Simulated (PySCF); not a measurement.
PySCF input file for methyltin tribromide (CH3Br3Sn), SMILES [CH3][Sn]([Br])([Br])[Br], IEF-PCM-M06-2X/def2-SVP. Geometry optimised at B3LYP-D3(BJ)/def2-SVP. The def2 effective core potentials stand for the cores of Sn; spin–orbit coupling is left out.

```python
import numpy as np
from pyscf import gto, scf, dft
from pyscf.solvent import pcm

mol = gto.M(
    atom='''
    C     0.00000000   -0.00000000    2.60494871
    Sn   -0.00000000    0.00000000    0.45365891
    Br    2.02333547   -1.16817328   -0.44904572
    Br   -2.02333546   -1.16817328   -0.44904572
    Br   -0.00000001    2.33634656   -0.44904572
    H     0.90389224    0.52186243    2.94572101
    H    -0.90389224    0.52186243    2.94572101
    H     0.00000001   -1.04372486    2.94572101
    ''',
    basis='def2-SVP',
    ecp={'Sn': 'def2-svp'},
    charge=0,
    spin=0,
    max_memory=1600,
    verbose=3,
)
mf = dft.RKS(mol, xc='m06-2x').density_fit(auxbasis='def2-universal-jkfit')
mf.grids.level = 4
mf.conv_tol = 1e-9
mf.max_cycle = 100
mf.kernel()
res = {}
for name, eps in {'water': 78.355, 'diethylether': 4.24, 'ethylethanoate': 5.9867}.items():
    s = mf.PCM()
    s.with_solvent.method, s.with_solvent.eps, s.with_solvent.lebedev_order = 'IEF-PCM', eps, 17
    s.kernel(mf.make_rdm1())
    res[name] = (s.e_tot, eps, s.dip_moment(), s.mo_energy, s.converged)
    print(f'{name}: electrostatic solvation free energy {(s.e_tot - mf.e_tot) * 627.509474:.3f} kcal/mol')
```

It prints:

```
converged SCF energy = -7975.90468812194

WARN: PCM is an experimental feature. It is still in testing.
Features and APIs may be changed in the future.

converged SCF energy = -7975.91233557285
Dipole moment(X, Y, Z, Debye): -0.00000, -0.00055,  4.37278
water: electrostatic solvation free energy -4.799 kcal/mol

WARN: PCM is an experimental feature. It is still in testing.
Features and APIs may be changed in the future.

converged SCF energy = -7975.90983817785
Dipole moment(X, Y, Z, Debye): -0.00000, -0.00001,  3.97271
diethylether: electrostatic solvation free energy -3.232 kcal/mol

WARN: PCM is an experimental feature. It is still in testing.
Features and APIs may be changed in the future.

converged SCF energy = -7975.91053364546
Dipole moment(X, Y, Z, Debye): -0.00000, -0.00024,  4.08181
ethylethanoate: electrostatic solvation free energy -3.668 kcal/mol
```

The run converged.

Cost: about 4 core-minutes (a rough figure).
